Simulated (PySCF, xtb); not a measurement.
SnI2, SMILES [I][Sn][I] (connectivity only; charge and spin as stated), neutral, multiplicity 1.

xtb with GFN2-xTB at its own geometry gives an orbital gap of 3.86 eV and a dipole moment of 9.48 D.

The structure is a stationary point at B3LYP-D3(BJ)/def2-SVP. The isomer is the one that the SMILES or the coordinates give; other isomers of the formula were not compared. The def2 effective core potentials stand for the cores of I, Sn; spin–orbit coupling is left out.

Q: What does PBE/def2-TZVPD in PySCF give? (Estimate from the structure and the level; the computed values follow.)

A: gap 2.33 eV (levels -6.31 and -3.99 eV), dipole 2.52 D.
